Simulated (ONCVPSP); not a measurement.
lithium: one change to an ONCV potential, before and after

* Element: Li (Z = 3)
* Generator: ONCVPSP 4.0.1
* Type: optimised norm-conserving Vanderbilt (ONCV)
* Functional: LDA (Perdew-Zunger)
* Relativity: scalar-relativistic
* Frozen core: none
* Valence charge: 3
* Reference configuration: 1s2 (charge +1)
* Partial waves: 1s: rc 0.70 bohr, ncon 4, nbas 8, qcut 13.2 1/bohr, 1 projector; p scattering state at 0.05 Ha: rc 0.65 bohr, ncon 3, nbas 6, qcut 11.2 1/bohr, 1 projector
* Local potential: polynomial inside 0.65 bohr (lpopt 5, dvloc0 0 Ha)
* Core correction: none

Change: local potential polynomial inside 0.40 bohr (lpopt 3, dvloc0 0 Ha).

Cutoffs: the cutoffs (Ha) at which the residual kinetic energy of the hardest occupied pseudo-wave falls to 1 and 0.1 mHa per electron; they do not see the model core or the augmentation charge, which bear on the density cutoff. Errors are all-electron minus pseudo energies relative to the spin-unpolarised reference configuration.

**Question.** What does the change do?

**Answer.** The potential gets neither clearly harder nor softer (74 Ha and 124 Ha → 74 Ha and 124 Ha); of the 4 tests that both files solve, the error grows in 0 and shrinks in 2 by more than 15 % and 0.3 meV (median size 4.9 → 3.8 meV); neither file shows a bound ghost.

| quantity | base | changed |
| --- | --- | --- |
| cutoff, loose | 74 Ha | 74 Ha |
| cutoff, tight | 124 Ha | 124 Ha |
| bound ghosts | none | none |
| GHOST(+) flags under 300 eV | none | none |
| error for 1s2 2s1, meV [ΔE -5.24 eV] | -5.8 | -4.6 |
| error for 1s2 2s0.5, meV [ΔE -3.19 eV] | -3.9 | -3.1 |
| error for 1s2 2p1, meV [ΔE -3.49 eV] | 0.0 | 0.0 |
| error for 1s1 2s1, meV [ΔE 62.14 eV] | +126 | +137 |
| s: phases at 0.71 bohr within 0.05 rad from the reference energy up to (Ha; the scan ends near 5) | to the end of the scan | to the end of the scan |
| p: phases at 0.66 bohr within 0.05 rad from the reference energy up to (Ha; the scan ends near 5) | to the end of the scan | to the end of the scan |
